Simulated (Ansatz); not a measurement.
H8LiO4 (SMILES [OH2]->[Li+](<-[OH2])(<-[OH2])<-[OH2]), charge +1, singlet, geometry from GFN2-xTB (such geometries of metal compounds can be far from the true shape). Base run: SVWN5/STO-3G in Ansatz (a first-principles code).

Here is a job for Ansatz.
Ansatz 0.2 input:
```yaml
crystal:
  periodic: [false, false, false]
  atoms:
    - {symbol: Li, position_ang: [-0.00000000, -0.00000000, 0.00000000]}
    - {symbol: O, position_ang: [1.56474128, -0.33763891, -0.97885944]}
    - {symbol: H, position_ang: [1.81743891, 0.06481306, -1.81266588]}
    - {symbol: H, position_ang: [2.29587622, -0.91209539, -0.74108161]}
    - {symbol: O, position_ang: [0.45257509, 0.32010193, 1.79256566]}
    - {symbol: H, position_ang: [1.15256609, 0.88211730, 2.13204786]}
    - {symbol: H, position_ang: [0.05001919, -0.08104729, 2.56592516]}
    - {symbol: O, position_ang: [-0.87446830, 1.50184443, -0.70735395]}
    - {symbol: H, position_ang: [-1.37706481, 1.56104858, -1.52282219]}
    - {symbol: H, position_ang: [-0.94335988, 2.36896344, -0.30187222]}
    - {symbol: O, position_ang: [-1.14284807, -1.48430744, -0.10635227]}
    - {symbol: H, position_ang: [-2.07137750, -1.53107049, 0.13185595]}
    - {symbol: H, position_ang: [-0.92409821, -2.35272921, -0.45138705]}
basis:
  gaussian:
    orbitals: STO-3G
hamiltonian:
  xc: {name: SVWN5}
total_charge: 1
```

The base run was repeated with changes; each row names its change, and settings that it needs were set with it.

```csv
change,E (Eh)
base,-306.46682
functional = BHLYP,-308.77721
functional = cam_b3lyp,-308.73980
functional = B97M-V,-308.91083
functional = pbe,-308.51385
functional = blyp; dispersion = d4,___
functional = revpbe,___
functional = b3lyp5,-308.72537
functional = wB97M-V,-308.86253
functional = wB97X-V,-308.81344
functional = blyp,-308.74354
functional = lc_wpbe,___
functional = wB97X,___
```

Question: Some entries are withheld; supply them.

Answer: 
- functional = blyp; dispersion = d4, E (Eh): -308.75309
- functional = revpbe, E (Eh): -308.79479
- functional = lc_wpbe, E (Eh): -308.70239
- functional = wB97X, E (Eh): -308.84154

Total energies compare only within one method and basis.
